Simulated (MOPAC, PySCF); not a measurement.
C$_{2}$H$_{7}$NO, SMILES `C[C@@H](N)O`, neutral singlet in the gas phase. 

Z-matrix (Å, degrees):
```
C
H 1 1.1009
O 1 1.4072 2 110.25
H 3 0.9626 1 105.99 2 75.18
N 1 1.4472 2 106.22 3 117.74
H 5 1.0116 1 111.34 2 43.44
H 5 1.0142 6 108.14 1 -121.70
C 1 1.5137 2 109.28 5 125.25
H 8 1.0916 1 110.76 2 61.79
H 8 1.0919 9 108.72 1 121.57
H 8 1.0934 9 108.21 10 118.16
```
Charge 0, multiplicity 1.

All levels are single points at this geometry (PBE0-D3(BJ)/def2-TZVP); Pople sets use spherical d functions. Orbital energies aren't observables, and empty levels follow the basis.

```csv
level,HOMO (eV),LUMO (eV),gap (eV),dipole (D),"vertical IE, Delta-SCF (eV)"
PBE0-D3(BJ)/def2-TZVP in PySCF,-7.25,1.01,8.26,1.87,–
B3LYP/3-21G in PySCF,-6.14,2.83,8.96,2.00,–
B3LYP/6-311+G** in PySCF,-7.12,-0.10,7.02,2.02,–
PBE/6-31G* in PySCF,-5.25,1.54,6.79,1.80,8.95
HF/3-21G in PySCF,-10.67,6.95,17.62,2.26,–
HF/6-31G* in PySCF,-10.90,5.97,16.87,2.07,8.68
HF/STO-3G in PySCF,-9.00,15.50,24.50,1.75,–
PM3 in MOPAC,-9.97,2.72,12.69,1.75,–
PM6 in MOPAC,-10.18,2.89,13.08,2.53,–
```
